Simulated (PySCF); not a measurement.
A side-by-side comparison of computed properties.

First species: C6H11FO2Si.
SMILES: `F[C@@H]1C[C@@H]1CO[C@H]1OC[SiH2]1`

Second species: C6H11FO2Si.
Atom-mapped SMILES: `[CH3:1][C:2](=[O:3])/[CH:4]=[C:5](\[CH3:6])[O:7][SiH2:8][CH2:9][F:10]` (hydrogens: H11, H12, H13 on C1; H14 on C4; H15, H16, H17 on C6; H18, H19 on Si8; H20, H21 on C9)

Levels: PBE0/pcSseg-1 for dipole moment, HOMO energy, LUMO energy and HOMO–LUMO gap; GFN2-xTB for rotational constant A and rotational constant C. Geometries: GFN2-xTB. Each species is one conformer at its optimised geometry, gas phase, non-relativistic unless stated. Electronic properties by PySCF.

Dipoles, sizes and rotational constants follow the conformer. The torsions of the flexible species, by atom-mapped SMILES:
- `[F:1][C@@H:2]1[CH2:3][C@@H:4]1[CH2:5][O:6][C@H:7]1[O:8][CH2:9][SiH2:10]1`: C3–C4–C5–O6 78°, C4–C5–O6–C7 78°, C5–O6–C7–O8 58°
- `[CH3:1][C:2](=[O:3])/[CH:4]=[C:5](\[CH3:6])[O:7][SiH2:8][CH2:9][F:10]`: C1–C2–C4–C5 180°, C4–C5–O7–Si8 171°, C5–O7–Si8–C9 -69°, O7–Si8–C9–F10 75°

(1) Which has the higher rotational constant A?

(2) Which has the higher dipole moment?

(3) Which has the higher HOMO–LUMO gap?

(4) Which of the two has the higher HOMO energy, and by how much?

(5) Which of the two has the higher LUMO energy, and by how much?

Results:

(1) The first: 3.226 GHz against 2.353 GHz, a difference of 0.873 GHz.

(2) The second: 4.10 D against 2.25 D, a difference of 1.85 D.

(3) The first: 7.34 eV against 5.84 eV, a difference of 1.50 eV.

(4) The second: -6.99 eV against -7.46 eV, a difference of 0.47 eV.

(5) The first: -0.12 eV against -1.15 eV, a difference of 1.03 eV.

On the first: The dipole matches unit charges of opposite sign 0.47 Å apart (1 e·Å = 4.8032 D).

On the second: The dipole equals about 13.7 × 10⁻³⁰ C·m (1 D = 3.33564 × 10⁻³⁰ C·m).
